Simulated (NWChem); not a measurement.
System: C$_{2}$H$_{5}$NOSi; SMILES [Si@H]1(N)C=CO1

Here is an NWChem input.

```
start job
memory heap 200 mb stack 900 mb global 1100 mb
geometry units angstroms noautosym nocenter noautoz
  N     -0.042203    -1.909411     0.461385
  Si    -0.023258    -0.442972    -0.413968
  C     -1.097176     0.966956     0.089120
  C      0.069540     1.624403     0.262570
  O      1.149635     0.791342     0.020635
  H      0.428096    -2.740464     0.126893
  H     -0.212185    -1.937292     1.458696
  H      0.169384    -0.814780    -1.835198
  H     -2.104643     1.343793     0.182435
  H      0.305110     2.654855     0.527770
end
basis spherical
  N library 6-31g*
  Si library 6-31g*
  C library 6-31g*
  O library 6-31g*
  H library 6-31g*
end
dft
  xc b3lyp
  iterations 150
end
cosmo
  do_cosmo_smd true
  solvent anisole
end
task dft energy
```

Output (shortened):

```
             Northwest Computational Chemistry Package (NWChem) 7.3.0
             --------------------------------------------------------

                             Geometry "geometry" -> ""
                             -------------------------

 Output coordinates in angstroms (scale by  1.889725989 to convert to a.u.)

  No.       Tag          Charge          X              Y              Z
 ---- ---------------- ---------- -------------- -------------- --------------
    1 N                    7.0000    -0.04220300    -1.90941100     0.46138500
    2 Si                  14.0000    -0.02325800    -0.44297200    -0.41396800
    3 C                    6.0000    -1.09717600     0.96695600     0.08912000
    4 C                    6.0000     0.06954000     1.62440300     0.26257000
    5 O                    8.0000     1.14963500     0.79134200     0.02063500
    6 H                    1.0000     0.42809600    -2.74046400     0.12689300
    7 H                    1.0000    -0.21218500    -1.93729200     1.45869600
    8 H                    1.0000     0.16938400    -0.81478000    -1.83519800
    9 H                    1.0000    -2.10464300     1.34379300     0.18243500
   10 H                    1.0000     0.30511000     2.65485500     0.52777000

 Effective nuclear repulsion energy (a.u.)     225.3696325805

                                 NWChem DFT Module
                                 -----------------

 Summary of "ao basis" -> "ao basis" (spherical)
 ------------------------------------------------------------------------------
       Tag                 Description            Shells   Functions and Types
 ---------------- ------------------------------  ------  ---------------------
 N                           6-31g*                  6       14   3s2p1d
 Si                          6-31g*                  8       18   4s3p1d
 C                           6-31g*                  6       14   3s2p1d
 O                           6-31g*                  6       14   3s2p1d
 H                           6-31g*                  2        2   2s

 in cosmo_initialize ...
 calling solv_data for solv:anisole

 solvent parameters
 solvname_short: anisole
 solvname_long:  anisole
 dielec:        4.2247
 dielecinf:     2.3025
 nonaqueous SMD model solvent descriptors
 dielec:        4.2247
 sola:          0.0000
 solb:          0.2900
 solc:          0.7500
 solg:         50.5200
 solh:          0.0000
 soln:          1.5174

[...]

                                COSMO-SMD solvation results
                                ---------------------------

             internal energy in gas <Psi(g)|H|Psi(g)> =      -498.693195271644
         internal energy in solvent <Psi(s)|H|Psi(s)> =      -498.692653955182
                               delta internal energy  =         0.000541316463 (    0.34 kcal/mol)
   total free energy in solvent <Psi(s)|H+V/2|Psi(s)> =      -498.700520796019
 polarization energy contribution <Psi(s)|V/2|Psi(s)> =        -0.007866840838 (   -4.94 kcal/mol)
    total free energy in solvent including G(SMD-CDS) =      -498.698783717168
                       G(SMD-CDS) energy contribution =         0.001737078852 (    1.09 kcal/mol)
     1 M fixed-concentration free energy of solvation =        -0.005588445523 (   -3.51 kcal/mol)

                       DFT Final Molecular Orbital Analysis
                       ------------------------------------

 Vector   21  Occ=2.000000D+00  E=-3.081268D-01
              MO Center= -4.3D-01,  4.0D-01, -2.5D-01, r^2= 3.0D+00
   Bfn.  Coefficient  Atom+Function         Bfn.  Coefficient  Atom+Function
  ----- ------------  ---------------      ----- ------------  ---------------
    36      0.353978   3 C  py               22     -0.225030   2 Si py
    80      0.218221   8 H  s                21      0.213854   2 Si px
    50     -0.183729   4 C  py               23     -0.175366   2 Si pz
    40      0.174724   3 C  py               79      0.162200   8 H  s
    84     -0.156913  10 H  s                83     -0.137600  10 H  s

 Vector   22  Occ=2.000000D+00  E=-2.705231D-01
              MO Center= -4.8D-02, -1.5D+00,  3.5D-01, r^2= 2.0D+00
   Bfn.  Coefficient  Atom+Function         Bfn.  Coefficient  Atom+Function
  ----- ------------  ---------------      ----- ------------  ---------------
     3      0.495749   1 N  px                7      0.422053   1 N  px
     4      0.153348   1 N  py                5      0.143874   1 N  pz
     8      0.133340   1 N  py               64      0.124505   5 O  py
    63      0.121682   5 O  px                9      0.118783   1 N  pz
    38      0.117239   3 C  s                25      0.099440   2 Si px

 Vector   23  Occ=2.000000D+00  E=-2.258236D-01
              MO Center= -1.3D-01,  9.5D-01,  1.0D-01, r^2= 2.1D+00
   Bfn.  Coefficient  Atom+Function         Bfn.  Coefficient  Atom+Function
  ----- ------------  ---------------      ----- ------------  ---------------
    65     -0.384147   5 O  pz               37      0.362703   3 C  pz
    69     -0.320003   5 O  pz               41      0.313757   3 C  pz
    51      0.233479   4 C  pz               55      0.147282   4 C  pz
    36     -0.134969   3 C  py               64      0.134879   5 O  py
    40     -0.124400   3 C  py               68      0.114162   5 O  py

 Vector   24  Occ=0.000000D+00  E= 5.144800D-03
              MO Center= -2.1D-01,  8.4D-01,  8.4D-02, r^2= 3.3D+00
   Bfn.  Coefficient  Atom+Function         Bfn.  Coefficient  Atom+Function
  ----- ------------  ---------------      ----- ------------  ---------------
    55      0.574840   4 C  pz               51      0.455309   4 C  pz
     6      0.445720   1 N  s                41     -0.368766   3 C  pz
    27     -0.346415   2 Si pz               26      0.279056   2 Si py
    80     -0.272254   8 H  s                37     -0.253465   3 C  pz
    23     -0.179397   2 Si pz               76     -0.151532   6 H  s

[...]
```

Level: B3LYP/6-31G* (spherical d), SMD on the gas-phase geometry. All runs use the structure optimised with B3LYP/6-31G* (spherical d). Solvent: anisole.
